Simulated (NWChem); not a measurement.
## Correlation energy of B2

```xyz
2

B      0.0000     0.0000     0.8128
B      0.0000     0.0000    -0.8128
```
Charge 0, spin multiplicity 3.

The numbers come from NWChem runs, not from measurements. All single points use one geometry, from UPBE0/def2-SVP, a minimum by its harmonic frequencies.

Basis set: 6-31G*. Each correlation energy counts from its own Hartree-Fock reference.

The correlated methods keep 2 core orbitals frozen. The Pople sets run with spherical d functions. This spin state was chosen for the runs; another may lie lower. The structure started from a generated list of species. The unpaired electrons of the parent sit in orbitals of symmetry b2u and b3u (D2h labels of the run); other states weren't searched. The stability of the SCF solutions was not checked. Open-shell Hartree-Fock references start from PBE0 orbitals. Coupled-cluster values serve here as a point of comparison, not as the truth.

```
method           correlation energy (mHa)            remark
---------------  ------------------------  ----------------
UMP2                                    ?                 -
SCS-UMP2                           -139.0                 -
CCSD on UHF                        -170.9  large amplitudes
CCSD[T] on UHF                          ?  large amplitudes
CCSD(T) on UHF                     -185.1  large amplitudes
CCSD on ROHF                            ?  large amplitudes
CCSD[T] on ROHF                         ?  large amplitudes
CCSD(T) on ROHF                    -189.4  large amplitudes
CCSDT on ROHF                      -189.8  large amplitudes
```

Q: Fill in the missing entries.

A: 
- UMP2, correlation energy (mHa): -140.6
- CCSD[T] on UHF, correlation energy (mHa): -186.7
- CCSD on ROHF, correlation energy (mHa): -173.8
- CCSD[T] on ROHF, correlation energy (mHa): -191.1
